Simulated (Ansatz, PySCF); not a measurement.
ReO₂, SMILES [O]=[Re]=[O] (connectivity only; charge and spin as stated), neutral, multiplicity 4. Atoms are numbered in the order given.

```xyz
3

Re     0.0000     0.0000     0.3080
O      0.0000     1.5713    -0.3812
O      0.0000    -1.5713    -0.3812
```
Charge 0, spin multiplicity 4.

The structure is a stationary point at B3LYP-D3(BJ)/def2-TZVP. The multiplicity is an assumed one; other spin states were not compared. The def2 effective core potentials stand for the cores of Re; spin–orbit coupling is left out.

Two levels are set side by side: PBE-D3(BJ)/def2-TZVP (Ansatz, an electronic-structure program) and B3LYP-D3(BJ)/def2-TZVP (Ansatz). Each level has its own optimised geometry; the coordinates shown are those of the second. Frequencies come from the Hessian of PySCF at each geometry. Differences are taken from unrounded values.

```
quantity                            B3LYP-D3(BJ)
----------------------------------  ------------
mean bond length (Å)                       1.716
bond Re1–O2 (Å)                            1.716
bond Re1–O3 (Å)                            1.716
highest harmonic wavenumber (cm⁻¹)          1016
mean harmonic wavenumber (cm⁻¹)              745
zero-point energy (kcal/mol)                3.19
```

Q: What does PBE-D3(BJ) give, and how far is it from B3LYP-D3(BJ)? (Estimate from the structure and the level; the computed values follow.)

A: 
```tsv
quantity	PBE-D3(BJ)	PBE-D3(BJ) minus B3LYP-D3(BJ)
mean bond length (Å)	1.723	0.008
bond Re1–O2 (Å)	1.723	0.008
bond Re1–O3 (Å)	1.723	0.008
highest harmonic wavenumber (cm⁻¹)	984	-33
mean harmonic wavenumber (cm⁻¹)	725	-20
zero-point energy (kcal/mol)	3.11	-0.08
```

Exact exchange shortens and stiffens bonds; PBE has none. Differences between two approximate levels are no errors against the true value.
